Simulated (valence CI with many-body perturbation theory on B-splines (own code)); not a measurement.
**Energy levels of Au⁴⁸⁺**

Calculated by relativistic CI+MBPT: three valence electrons over a frozen Dirac-Fock core [Ar] 3d10, a basis of 11 s, 11 p, 9 d, 7 f, 5 g, 2 h, 1 i functions for each j, with the one-electron correlation potential Σ1 (screened to all orders), the two-electron term Σ2, the three-electron term Σ3, Breit, model QED; selected single and double excitations, second order for the rest (own B-spline code, finite nucleus).

No measured spectrum was set against this ion. As an estimate, large intervals hold to a few tenths of a per cent, small ones and those within an open d or f shell to about a per cent.

Levels 1 to 45 of 67, with energies above the lowest level, (4s^2 4p1/2) J=1/2. "Leading %" is the weight of the configuration and term that name the level; weights of strongly mixed levels are sums over their largest components and can fall short. In the jj column 3d3/2^4 stands for four electrons in 3d with j = 3/2.

```tsv
No.	Configuration	Term	J	E (eV)	Leading %	Second component	Leading jj	g
1	4s²4p	²P°	1/2	0.00	100		4s^2 4p1/2 (100 %)	0.658
2	4s4p²	⁴P	1/2	109.91	55	30 % 4s4p² ²S	4s 4p1/2^2 (99 %)	2.151
3	4s²4p	²P°	3/2	139.26	99		4s^2 4p3/2 (99 %)	1.328
4	4s4p²	⁴P	3/2	234.27	90	7 % 4s4p² ²D	4s 4p1/2 4p3/2 (99 %)	1.649
5	4s4p²	²D	5/2	243.63	60	39 % 4s4p² ⁴P	4s 4p1/2 4p3/2 (98 %)	1.350
6	4s4p²	²D	3/2	256.67	61	32 % 4s4p² ²P	4s 4p1/2 4p3/2 (95 %)	0.987
7	4s4p²	²P	1/2	259.08	70	28 % 4s4p² ⁴P	4s 4p1/2 4p3/2 (98 %)	1.252
8	4s²4d	²D	3/2	318.37	94		4s^2 4d3/2 (94 %)	0.812
9	4s²4d	²D	5/2	344.93	92	7 % 4s4p² ⁴P	4s^2 4d5/2 (92 %)	1.221
10	4p³	²P°	3/2	366.44	46	27 % 4p³ ²D°	4p1/2^2 4p3/2 (94 %)	1.322
11	4s4p²	⁴P	5/2	381.31	54	39 % 4s4p² ²D	4s 4p3/2^2 (93 %)	1.412
12	4s4p²	²S	1/2	398.20	68	17 % 4s4p² ⁴P	4s 4p3/2^2 (99 %)	1.915
13	4s4p²	²P	3/2	401.96	62	29 % 4s4p² ²D	4s 4p3/2^2 (98 %)	1.197
14	4s4p4d	⁴F°	3/2	404.88	79	16 % 4s4p4d ²D°	4s 4p1/2 4d3/2 (98 %)	0.502
15	4s4p4d	⁴F°	5/2	413.09	47	27 % 4s4p4d ²F°	4s 4p1/2 4d3/2 (96 %)	1.034
16	4s4p4d	⁴D°	1/2	427.39	59	34 % 4s4p4d ²P°	4s 4p1/2 4d3/2 (98 %)	0.400
17	4s4p4d	⁴D°	3/2	429.03	36	21 % 4s4p4d ⁴P°	4s 4p1/2 4d3/2 (92 %)	1.289
18	4s4p4d	⁴P°	5/2	443.18	39	29 % 4s4p4d ⁴D°	4s 4p1/2 4d5/2 (98 %)	1.359
19	4s4p4d	⁴F°	7/2	449.33	45	31 % 4s4p4d ²F°	4s 4p1/2 4d5/2 (97 %)	1.245
20	4s4p4d	²F°	5/2	455.72	49	19 % 4s4p4d ²D°	4s 4p1/2 4d5/2 (94 %)	1.049
21	4s4p4d	²D°	3/2	457.20	38	34 % 4s4p4d ²P°	4s 4p1/2 4d5/2 (86 %)	1.126
22	4p³	⁴S°	3/2	503.67	48	44 % 4p³ ²D°	4p1/2 4p3/2^2 (92 %)	1.403
23	4p³	²D°	5/2	504.33	88	9 % 4s4p4d ²F°	4p1/2 4p3/2^2 (88 %)	1.165
24	4p³	²P°	1/2	511.81	94	5 % 4s4p4d ²P°	4p1/2 4p3/2^2 (94 %)	0.659
25	4s²4f	²F°	5/2	529.88	91	5 % 4s4p4d ²F°	4s^2 4f5/2 (91 %)	0.856
26	4p²4d	²D	3/2	533.21	40	35 % 4p²4d ⁴F	4p1/2^2 4d3/2 (99 %)	0.775
27	4s²4f	²F°	7/2	538.84	89	7 % 4s4p4d ⁴F°	4s^2 4f7/2 (89 %)	1.145
28	4s4p4d	⁴D°	3/2	553.41	43	38 % 4s4p4d ⁴P°	4s 4p3/2 4d3/2 (99 %)	1.315
29	4s4p4d	⁴P°	1/2	553.49	86	13 % 4s4p4d ⁴D°	4s 4p3/2 4d3/2 (99 %)	2.292
30	4s4p4d	⁴D°	5/2	553.58	50	20 % 4s4p4d ⁴F°	4s 4p3/2 4d3/2 (94 %)	1.255
31	4s4p4d	⁴F°	7/2	558.43	36	32 % 4s4p4d ⁴D°	4s 4p3/2 4d3/2 (80 %)	1.263
32	4p²4d	²D	5/2	569.18	31	21 % 4p²4d ⁴D	4p1/2^2 4d5/2 (96 %)	1.192
33	4s4p4d	²D°	3/2	569.47	64	22 % 4s4p4d ⁴P°	4s 4p3/2 4d3/2 (82 %)	0.981
34	4s4p4d	⁴F°	9/2	571.06	100		4s 4p3/2 4d5/2 (100 %)	1.328
35	4s4p4d	²P°	1/2	578.18	72	22 % 4s4p4d ⁴D°	4s 4p3/2 4d3/2 (94 %)	0.585
36	4s4p4d	²F°	5/2	580.56	63	18 % 4s4p4d ²D°	4s 4p3/2 4d3/2 (89 %)	0.948
37	4s4p4d	²D°	5/2	583.71	46	39 % 4s4p4d ⁴P°	4s 4p3/2 4d5/2 (98 %)	1.351
38	4s4p4d	²P°	3/2	589.55	42	36 % 4s4p4d ²D°	4s 4p3/2 4d5/2 (78 %)	1.162
39	4s4p4d	²F°	7/2	590.77	74	20 % 4s4p4d ⁴D°	4s 4p3/2 4d5/2 (90 %)	1.200
40	4s4p4d	²F°	7/2	600.70	65	25 % 4s4p4d ⁴D°	4s 4p3/2 4d5/2 (93 %)	1.216
41	4s4p4d	²P°	1/2	603.85	87	6 % 4s4p4d ⁴D°	4s 4p3/2 4d5/2 (94 %)	0.700
42	4s4p4d	²P°	3/2	608.02	77	7 % 4s4p4d ²D°	4s 4p3/2 4d5/2 (98 %)	1.306
43	4s4p4d	²D°	5/2	611.94	60	30 % 4s4p4d ²F°	4s 4p3/2 4d5/2 (94 %)	1.103
44	4s4p4f	⁴G	5/2	628.13	60	14 % 4s4p4f ⁴F	4s 4p1/2 4f5/2 (97 %)	0.741
45	4s4p4f	⁴G	7/2	633.42	36	23 % 4s4p4f ²G	4s 4p1/2 4f5/2 (90 %)	1.003
```

The ionisation energy to 4s² ¹S0 of the next ion comes out as 2709 eV (NIST: 2708 ± 4 eV (theoretical)). All 67 levels together are meant to be complete up to 724.63 eV.
